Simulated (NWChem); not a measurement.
Atomisation of thiourea (CH₄N₂S)

SMILES: NC(N)=S
```xyz
8

N     -1.0965    -0.3516    -1.0488
C      0.0000     0.0000    -0.3153
N      1.0965     0.3516    -1.0488
S      0.0000     0.0000     1.3534
H     -1.1896    -0.0546    -2.0147
H     -1.9524    -0.4855    -0.5252
H      1.1896     0.0546    -2.0147
H      1.9524     0.4855    -0.5252
```
Charge 0, spin multiplicity 1.

Everything below was run with NWChem. All single points use one geometry, from B3LYP/def2-SVP, a minimum by its harmonic frequencies. It is one conformer; others weren't searched.

Basis set: def2-TZVP. The atomisation energy is electronic alone: no zero-point, thermal, spin-orbit or counterpoise terms. No value is extrapolated to the basis-set limit. Free atoms are single determinants with multiplicities N 4, C 3, S 3, H 2.

B3LYP has NWChem's definition, with VWN1-RPA local correlation. No SCF solution was tested for a lower state. Open-shell Hartree-Fock references start from PBE0 orbitals.

Problem. Order these methods by the atomisation energy they give, lowest first: PBE0, HF, LDA (SVWN5), B3LYP.

Solution. HF (447.0 kcal/mol), B3LYP (696.6 kcal/mol), PBE0 (701.1 kcal/mol), LDA (SVWN5) (827.4 kcal/mol)
